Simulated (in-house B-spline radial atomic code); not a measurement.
The numbers below are computed, except where a source is named.
## Kr in an electron gas of r_s = 2.67: phase shifts, screening, friction and resistivity

A nucleus sits in a uniform electron gas with a rigid positive background. The Kohn-Sham equations are solved self-consistently in the spin-unpolarised LDA (PW92), non-relativistic, on B-splines with outgoing waves at the boundary and partial waves to l = 8. The model has no lattice, no bands and no magnetic solution. Atomic units; δ_l are the phase shifts at the Fermi level, counted so that each bound state adds π, and good to about 0.0005.

The density parameter is r_s = 2.67 bohr, near that of the valence electrons of Cu (1 per atom, density 8.96 g/cm³, mass 63.55 u, which gives r_s = 2.67).

```csv
l,δ_l (rad)
0,11.4743
1,8.8309
2,3.6735
3,0.0292
4,0.0011
5,0.0003
6,-0.0001
7,0.0001
8,0.0000
```

Bound levels below the band bottom (hartree): s -9.121, p -6.892, d -2.88, s -0.6445, p -0.1771 and deeper ones.

**Question.** Check the Friedel sum rule, and say where the screening charge sits.

**Answer.** k_F = (9π/4)^(1/3)/r_s = 0.71879. The rule is Z = (2/π) Σ (2l + 1) δ_l. The terms are s 7.305, p 16.866, d 11.693, f 0.130 and 0.009 beyond, in all 36.002 against Z = 36. Bound states hold 8 s, 18 p, 10 d electrons, so the scattering states carry 0.00 in all; where a term is smaller than its bound count, the bound level has drawn weight out of the band.

**Question.** Find the transport cross section and the electronic stopping of a 10 keV Kr ion (mass 83.8 u).

**Answer.** σ_tr = (4π/k_F²) Σ (l + 1) sin²(δ_l − δ_(l+1)). The terms for l = 0 to 3 are 0.2283, 1.6294, 0.6964, 0.0032, all together 2.5573, so σ_tr = 24.323 × 2.5573 = 62.200 bohr². With n = 3/(4π r_s³) = 0.01254, the friction coefficient is Q = n k_F σ_tr = 0.5607. For v well below v_F = 0.719, dE/dx = Q v; with 24801 eV per u at v = 1, v = √(10000/(24801 × 83.8)) = 0.0694, so dE/dx = 0.03890 hartree/bohr = 20 eV/nm. The largest term couples the p and d waves.

**Question.** What residual resistivity would 1 atomic per cent of such centres give in Cu?

**Answer.** Δρ = k_F n_i σ_tr/n in atomic units of 21.74 μΩ·cm. With one host atom per 1 electron, n_i/n = 0.01/1, so Δρ = 0.7188 × 0.01000 × 62.200 × 21.74 = 9.72 μΩ·cm. This is an atom added to the gas, as on an interstitial site.

**Question.** On a substitutional site the background of one host ion, a sphere holding 1 charge, is taken out. The phase shifts for l = 0 to 4 become 11.3321, 8.7109, 3.4622, 0.0271, 0.0016. What follows?

**Answer.** The Friedel sum is now 35.01, for Z − 1 = 35. The sum in σ_tr is 1.9788, so σ_tr = 48.13 bohr² and Δρ = 7.52 μΩ·cm per atomic per cent, 0.77 times the value above. A real host ion scatters too, so this model doesn't give zero even for the host's own atom.
